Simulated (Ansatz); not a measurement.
Reaction (formal exchange of groups at the Sn–C bond): `[CH3][SnH]([OH])[SH]` + `NC1=C(F)C1` → `[NH2][SnH]([OH])[SH]` + `CC1=C(F)C1`

Gas-phase electronic energies from Ansatz, PBE0-D4/def2-TZVP geometries. CCSD(T)/CBS adds triple-zeta CCSD(T) − MP2 to the extrapolated MP2 energy (def2 sets, frozen cores). Functionals use def2-TZVPP. Elements past krypton have def2 core potentials. For Sn outer-core shells are correlated without core-valence functions, which leaves a few kJ/mol of doubt a bond. One conformer a species, not always the lowest.

| level | ΔE (kJ/mol) |
| --- | --- |
| BHLYP-D4 | -33.8 |
| B2PLYP | -34.6 |
| PBE | -25.5 |
| HF/def2-SVP | -28.4 |

**Question.** What does CCSD(T)/CBS give? (Estimate.)

**Answer.** Computed: -38.0 kJ/mol. The listed levels differ from it by 4.2, 3.4, 12.5, 9.6 kJ/mol.

Largest T1 diagnostic among the species: 0.013.

Leaving LDA and LC-ωPBE aside and taking each functional with its dispersion term where it has one, the values, not all of them listed here, spread over 10.0 kJ/mol, from B97M-V to PBE-D4. LDA lies +6.7 kJ/mol from PBE without D4. From BLYP to BHLYP (50 % exact exchange), in def2-TZVPP and without D4, ΔE moves by −3.6 kJ/mol.
